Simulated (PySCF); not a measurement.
Compound: C5H7BCl2.
Atom-mapped SMILES: `[Cl:1][B:2]([Cl:3])[CH:4]=[C:5]1[CH2:6][CH2:7][CH2:8]1` (hydrogens: H9 on C4; H10, H11 on C6; H12, H13 on C7; H14, H15 on C8)

Computed with PySCF at wB97X-D/def2-SVPD, non-relativistic, on one gas-phase PBE0-D3(BJ)/def2-SVP geometry that isn't relaxed in the solvent. The solvent is an IEF-PCM continuum (Bondi radii, 1.10 Å for H, scaled by 1.2). The model holds no explicit solvent molecules, cavitation or dispersion.

Gas phase at wB97X-D/def2-SVPD: HOMO -9.52 eV, LUMO -0.21 eV, dipole 3.38 D.

**Question.** What does the continuum do to the energy, the frontier levels and the dipole at wB97X-D/def2-SVPD in chloroform and dichloromethane?

**Answer.** 
| solvent | ε | E(solvent) − E(gas) (kJ/mol) | polarisation term (kJ/mol) | distortion of the solute (kJ/mol) | HOMO (eV) | LUMO (eV) | dipole (D) |
| --- | --- | --- | --- | --- | --- | --- | --- |
| chloroform | 4.711 | -8.14 | -9.27 | 1.13 | -9.41 | -0.16 | 4.17 |
| dichloromethane | 8.93 | -9.67 | -11.28 | 1.61 | -9.40 | -0.16 | 4.32 |

Polarisation term: ½ Σ q·V over the induced surface charges. Distortion: the rise of the solute's own energy as its density leaves the gas-phase optimum. From chloroform to dichloromethane the lowering changes by a factor 1.19, Onsager's factor (ε − 1)/(2ε + 1) by 1.18 and ε itself by 1.9.

**Question.** Which radius a makes the point-dipole formula ΔE = −[(ε − 1)/(2ε + 1)]·μ²/a³ give the value in dichloromethane, with the gas-phase dipole?

**Answer.** μ = 1.331 au and |ΔE| = 0.00368 Eh give a = 3.11 Å; the farthest nucleus lies 4.26 Å from the centroid of the nuclei, so such a sphere wouldn't even hold the nuclei. The formula assumes a rigid point dipole at the centre of a sphere.

**Question.** How does the static polarisability (wB97X-D/def2-SVPD, frozen core, with the continuum's full static response) change?

**Answer.** 
```tsv
medium	isotropic (au)	principal values (au)	⟨r²⟩ of the electrons (bohr²)
gas	101.7	69.9, 97.7, 137.6	1780.4
chloroform	127.2	88.0, 123.7, 169.9	1780.1
dichloromethane	133.2	93.3, 130.0, 176.4	1780.1
```

The isotropic value in dichloromethane is 1.31 times the gas-phase one; no cavity-field correction is applied. ⟨r²⟩ is taken about the centre of nuclear charge.

Shape of the structure used: `[Cl:1][B:2]([Cl:3])[CH:4]=[C:5]1[CH2:6][CH2:7][CH2:8]1`: Cl1–B2–C4–C5 180°.

Note: wB97X-D ran without an empirical dispersion term, which enters the total energy and its gradient alone.
